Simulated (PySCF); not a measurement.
C7H4F2N (doublet state).
Cartesian coordinates in Å at the GFN2-xTB level; atoms count from 1:
```xyz
14
C7H4F2N angstrom
C      2.8133   -0.3548    0.4450
C      1.7254   -0.3285   -0.0596
C      0.4197   -0.3002   -0.6164
C     -0.4448    0.9307   -0.4717
C      0.0604    2.0739    0.2023
N      0.4604    2.9968    0.7479
C     -0.7733   -0.3027    0.3652
C     -1.9711   -1.0415    0.1005
F     -2.3979   -1.9734    0.9580
F     -2.3165   -1.3602   -1.1561
H      3.7750   -0.3743    0.8624
H      0.2919   -0.8749   -1.5265
H     -1.1144    1.1618   -1.2928
H     -0.5286   -0.2531    1.4198
```

The hyperfine couplings belong to this conformer and change with its torsions.

Identity: `C#C[C@@H]1[C@H](C#N)[C@H]1[C](F)F` [radical].

The calculation used PySCF, UKS B3LYP, pcH-1 on C F H N, non-relativistic, mean-field spin-orbit, GIAO. Geometry: GFN2-xTB, one conformer, isolated molecule. Couplings are sensitive to structure, and on GFN2-xTB geometries they can be far from those on DFT ones. No stability test was run, so a lower SCF solution isn't excluded.

Principal values of hyperfine tensors in MHz (contact and dipolar terms together), for some of the nuclei:

```json
{"atom": "C8", "isotope": "13C", "A1": "186.34", "A2": "186.62", "A3": "428.24"}
{"atom": "F9", "isotope": "19F", "A1": "-22.16", "A2": "10.38", "A3": "648.22"}
{"atom": "F10", "isotope": "19F", "A1": "-4.98", "A2": "27.28", "A3": "590.49"}
{"atom": "C4", "isotope": "13C", "A1": "24.02", "A2": "24.79", "A3": "40.89"}
{"atom": "H12", "isotope": "1H", "A1": "-14.69", "A2": "-9.08", "A3": "-3.36"}
{"atom": "C7", "isotope": "13C", "A1": "-13.62", "A2": "-6.36", "A3": "2.59"}
{"atom": "C1", "isotope": "13C", "A1": "1.06", "A2": "1.76", "A3": "13.33"}
{"atom": "H11", "isotope": "1H", "A1": "-6.59", "A2": "-4.65", "A3": "-1.47"}
```

Task: Split each tensor into its isotropic and traceless parts, and turn a_iso into mT with g = 2.0038.

Result: a_iso = (A1 + A2 + A3)/3, Ti = Ai − a_iso; 1 mT corresponds to 28.045 MHz.

| atom | a_iso (MHz) | a_iso (mT) | T1 | T2 | T3 |
| --- | --- | --- | --- | --- | --- |
| C8 | 267.07 | 9.523 | -80.73 | -80.45 | 161.17 |
| F9 | 212.15 | 7.564 | -234.31 | -201.77 | 436.08 |
| F10 | 204.26 | 7.283 | -209.24 | -176.98 | 386.23 |
| C4 | 29.90 | 1.066 | -5.88 | -5.11 | 10.99 |
| H12 | -9.04 | -0.323 | -5.65 | -0.04 | 5.69 |
| C7 | -5.80 | -0.207 | -7.82 | -0.56 | 8.38 |
| C1 | 5.39 | 0.192 | -4.32 | -3.62 | 7.95 |
| H11 | -4.24 | -0.151 | -2.35 | -0.41 | 2.77 |

Task: What spin density at the nucleus of C8 lies behind its contact coupling (g_N = 1.40482)?

Result: a_FC = (2μ0/3) gₑ μB g_N μN ρ(0)/(2S·h) = 800.24 MHz × g_N × ρ(0)/(2S), with ρ in bohr⁻³. With a_FC = 267.07 MHz and 2S = 1, ρ(0) = 0.2376 bohr⁻³.

Task: C3 (13C, g_N = 1.40482) isn't in the table. Its spin density at the nucleus is 0.04258 bohr⁻³. What is its contact coupling?

Result: By the same relation, a_FC = 47.9 MHz. Its full tensor has the principal values 37.53, 37.77, 68.29 MHz.

Task: Name the largest traceless tensor T of the table and describe it.

Result: F9: -234.3, -201.8, 436.1 MHz, nearly axial, close to the ratio −1:−1:+2.

Task: In a single crystal, with the field along each principal axis of the tensor of C8 in turn, what first-order splitting does this nucleus give (isotropic g, quadrupole terms neglected)?

Result: 2 lines (I = 1/2), spaced by |A_i|/(g × 13.996): 6.64, 6.65, 15.27 mT along the axes of A1, A2 and A3.
